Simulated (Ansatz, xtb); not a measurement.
# C4H6N2O2: which of two isomers lies lower

We compare I, `C=C(NC=O)C(N)=O`, a singlet, with II, `C/C(=N/C=O)C(N)=O`, a singlet. Both are isolated molecules in the gas phase, relaxed with PBE0-D3(BJ)/def2-SVP; the shapes shown needn't be the lowest conformers.

I (Å):

```xyz
14

C     0.1255    1.1186   -0.3570
C     1.1615    0.3456   -0.7228
C    -0.0057   -1.8058   -1.0476
C     2.5930    0.8102   -0.8542
N     1.0934   -1.0038   -1.0400
N     2.8600    2.1039   -0.5875
O    -1.1337   -1.4691   -0.7731
O     3.4539    0.0141   -1.1932
H    -0.8780    0.7016   -0.2864
H     0.2687    2.1741   -0.1235
H     2.0052   -1.3883   -1.2888
H     0.2555   -2.8486   -1.3460
H     3.8178    2.4142   -0.6758
H     2.1512    2.7636   -0.3092
```

II (Å):

```
atom    x (Å)   y (Å)    z (Å)
   C  -0.6616  1.3272  -1.2381
   C  -0.6409  1.6692   0.2096
   C   0.6127  1.5564   2.2692
   C  -1.8968  2.3881   0.7058
   N   0.3260  1.3195   0.9554
   N  -1.6892  3.3186   1.6581
   O   0.8726  2.6397   2.7489
   O  -2.9746  2.1138   0.2190
   H  -0.6921  2.2505  -1.8391
   H  -1.5934  0.7856  -1.4602
   H   0.2176  0.7316  -1.5086
   H   0.6898  0.6148   2.8598
   H  -2.4987  3.8044   2.0242
   H  -0.7649  3.4999   2.0461
```

Quicker runs give these differences E(II) − E(I): GFN2-xTB +4.5 kJ/mol; HF/STO-3G +17.8 kJ/mol (at GFN2-xTB geometries); r2SCAN-D4/def2-SVP +40.5 kJ/mol (at GFN2-xTB geometries).

Task: Estimate E(II) − E(I) at the level CCSD(T)/def2-SVP + ΔMP2/def2-TZVPP.

Result: Calculated at CCSD(T)/def2-SVP + ΔMP2/def2-TZVPP: E(II) − E(I) = +34.4 kJ/mol, so structure I lies lower.

Level by level:

```csv
level,geometry,E(II) − E(I) (kJ/mol),departure from the last row (kJ/mol),"job, with rough time for the two"
GFN2-xTB,GFN2-xTB,+4.5,−29.9,"optimisation, 0.73 s"
HF/STO-3G,GFN2-xTB,+17.8,−16.6,"single point, 1.8 s"
r2SCAN-D4/def2-SVP,GFN2-xTB,+40.5,+6.1,"single point, 11 s"
PBE0-D3(BJ)/def2-SVP,PBE0-D3(BJ)/def2-SVP,+41.6,+7.2,"optimisation, 1.9 min"
HF/def2-SVP,PBE0-D3(BJ)/def2-SVP,+41.9,+7.5,part of the CCSD(T) run
MP2/def2-SVP,PBE0-D3(BJ)/def2-SVP,+32.6,−1.8,part of the CCSD(T) run
CCSD(T)/def2-SVP,PBE0-D3(BJ)/def2-SVP,+29.8,−4.6,single point
CCSD(T)/def2-SVP + ΔMP2/def2-TZVPP,PBE0-D3(BJ)/def2-SVP,+34.4,,"single point, 5.1 min"
```

As drawn, II has 1 C–C, 1 C=N, 1 C–H in place of 1 C=C, 1 C–N, 1 N–H.

None of the levels shown reverses the order. The largest departure from CCSD(T)/def2-SVP + ΔMP2/def2-TZVPP is that of GFN2-xTB, 29.9 kJ/mol. The last row adds to CCSD(T) the change of the MP2 difference between the two basis sets, here +4.6 kJ/mol.

With thermal terms from frequencies at re-optimised GFN2-xTB minima (ideal gas, soft modes damped towards free rotors, one conformer each, 298.15 K, 1 atm): the zero-point term adds −1.5 kJ/mol; ΔH is +33.8 and ΔG +31.5 kJ/mol.

The correlated steps freeze 8 core orbitals. Programs: Ansatz 0.2.0, xtb 6.7.1; the last row on 2 threads of AMD EPYC (Zen 3) on a shared host.
